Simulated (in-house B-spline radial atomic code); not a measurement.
Configurations of the selenium ion Se³⁺, with energies counted from [Ar] 3d10 4s2 4p1. Computed with an all-electron radial atomic-structure program (B-spline basis): scalar-relativistic (X2C) LC-wPBE, spin-polarised, spherical fractional occupations, exact exchange averaged over the configuration, Fermi nucleus of rms radius 4.14 fm. Shells without spins written out take the highest spin.

Occupations are held fixed; configurations that lie above the ionisation limit could autoionise.

```
                configuration  E - E(ref) (eV)  highest orbital  its <r> (bohr)
            [Ar] 3d10 4s2 4d1           17.834            4d up           2.599
            [Ar] 3d10 4s2 5s1           19.163            5s up            3.57
         [Ar] 3d9 4s2 4p1 5d1            88.19            5d up           5.054
    [Ne] 3s2 3p5 3d10 4s2 4p2           156.87            4p up           1.781
[Ne] 3s2 3p5 3d10 4s2 4p1 5f1           193.88            5f up            7.11
```

(1) Order these further configurations by energy, lowest first.
A. [Ar] 3d9 4s2 4p1 4d1
B. [Ne] 3s2 3p5 3d10 4s2 4p1 5d1
C. [Ar] 3d10 4s1 4p1 5s1
D. [Ar] 3d9 4s2 4p1 5f1
E. [Ar] 3d10 4s1 4p1 4d1

Answers

(1) E (28.241 eV), C (30.508 eV), A (75.519 eV), D (93.232 eV), B (188.84 eV).
